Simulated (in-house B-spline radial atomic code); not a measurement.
## RPA and G0W0 on PBEsol: Re VIII (Re7+)

Configuration [Xe] 4f14, mean-field start PBEsol. Computed with an all-electron radial atomic-structure program (B-spline basis): all electrons, scalar-relativistic (spin-free one-electron X2C), finite nucleus, each spin shell either full or empty, empty states to l = 9 with an (l + 1/2)⁻⁴ tail; G0W0 by contour deformation at full frequency.

Without the two-electron picture change, the correlation of inner shells comes somewhat too large for so heavy an element.

Command:
```bash
python run_gw.py task.json out
```
Settings (radii: box in bohr, nucleus in fm):
```
Z                        75
electrons                68
configuration            [Xe] 4f14
hamiltonian              x2c
method                   pbesol
lmax                     9
rms_radius               5.3698
spin_polarised           False
box_radius               8.41
intervals                66
```

Run time, properties included: 6.4 s on 1 thread of Arm Neoverse N1, on a shared host.

Energies (hartree):

| term | value |
| --- | --- |
| mean-field total | -16677.62842 |
| Hartree-Fock functional on these orbitals | -16677.73195 |
| direct second order | -7.3038 |
| second-order exchange | 1.8094 |
| SOSEX correction | 1.6892 |

What is the RPA correlation energy, and what remains with SOSEX?

RPA gives -6.3248 hartree (-2.53 eV per electron); RPA + SOSEX gives -4.6355, and the second-order doubles -5.4944 hartree (no singles). RPA lacks exchange-type terms and so overcorrelates at short range.

Quasi-particle levels (eV):

| level | occupied | mean field | Σx - vxc | Σc | QP weight | G0W0 |
| --- | --- | --- | --- | --- | --- | --- |
| 4f | yes | -138.32 | -19.93 | ? | ? | ? |
| 5p | yes | -138.64 | -9.43 | -0.81 | 0.966 | -148.89 |
| 5d | no | -89.28 | 8.91 | -2.05 | 0.976 | -82.42 |

G0W0 = mean field + (Σx - vxc) + Σc, with Σc (partial-wave tail included) taken at the quasi-particle energy. Only the outer levels were computed. Levels of low weight are left out.

Where does G0W0 put 4f?

At -153.67 eV, with Σc = 4.58 eV and a quasi-particle weight of 0.942.
